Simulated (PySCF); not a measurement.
The complex [NiF6]4- (charge -4) contains Ni(II), shell d8. The structure is a PBE0-D3(BJ)/def2-SVP, IEF-PCM water geometry optimised for multiplicity 3; coordination octahedral, point group Oh, metal–donor distances 2.08 Å.

```
7

Ni    0.0000    0.0000    0.0000
F     0.0000    2.0846    0.0000
F     0.0000   -2.0846    0.0000
F     0.0000    0.0000    2.0846
F     0.0000    0.0000   -2.0846
F     2.0846    0.0000    0.0000
F    -2.0846    0.0000    0.0000
```

Method (PySCF 2.14, density fitting): CASSCF(8,5) with orbitals averaged over the states of highest spin, strongly contracted NEVPT2 on the averaged canonical orbitals; basis x2c-TZVPall on the metal, x2c-SVPall elsewhere; spin-free X2C; IEF-PCM water; spin-orbit coupling by state interaction with the mean-field operator over all roots.

Task: Which term lies lowest, and with what spin?

Result: 3A2g (S = 1, orbital degeneracy 1), with 6.0 electrons in the lower (t2g-type) set and 2.0 in the upper (eg-type) set, by NEVPT2.

Task: List the excited states of the same spin.

Result: By NEVPT2: 3T2g at 6643 cm⁻¹ (1505 nm); 3T1g at 11488 cm⁻¹ (870 nm); 3T1g at 24994 cm⁻¹ (400 nm). All are electric-dipole forbidden at this geometry.

Task: Which is the lowest state of another spin?

Result: 1Eg at 16629 cm⁻¹ by NEVPT2; CASSCF alone puts it at 18575 cm⁻¹ above the same ground state.

Task: What ligand-field parameters describe the result?

Result: At CASSCF level (the NEVPT2 levels don't fit a ligand-field model well): orbital energies 0, 0, 0, 5074, 5074 cm⁻¹; 10Dq = 5074 cm⁻¹; B = 1295 cm⁻¹; C = 4784 cm⁻¹; B over its free-ion value at the same level 0.982; rms of the fit 56 cm⁻¹; ζ = 654 cm⁻¹ (free ion 660).

Task: What are the magnetic parameters?

Result: The ground multiplet follows a spin Hamiltonian with S = 1, g = 2.346, 2.346, 2.346, D = 0 (spin-orbit part alone); the lowest levels hold 98 % of the spin-free ground state. μeff is 3.42 μB at 300 K and 3.32 μB at 10 K; the spin-only value is 2.83 μB.

NEVPT2 lifts 3T2g from 5218 to 6643 cm⁻¹; on the d shell alone it tends to overshoot states that fill the eg-type orbitals.

The job took 11 s on one thread of Intel Xeon Platinum 8259CL @ 2.50GHz (shared host), with 132 basis functions and a peak of 0.57 GiB, launched as `OMP_NUM_THREADS=1 python lf_run.py task.json out`.
